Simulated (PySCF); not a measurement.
# Correlation energy of N³⁺ (nitrogen, charge +3)

[He] 2s2, closed-shell 1S. Computed with PySCF 2.14 in def2-QZVPPD (8s4p4d2f1g, 63 functions), with no relativity, point nucleus. Frozen: 1s2; 2 electrons correlated.

With two correlated electrons CCSD is exact within the correlated space (frozen core and kept virtual orbitals).

```csv
level,correlation energy (mhartree)
CCSD,-87.03
```

Diagnostics: T1 = 0.0069, D1 = 0.0097, largest double amplitude 0.154.

Is a single reference adequate?

Not fully. A double-excitation amplitude exceeds 0.15, a sign of near-degeneracy.
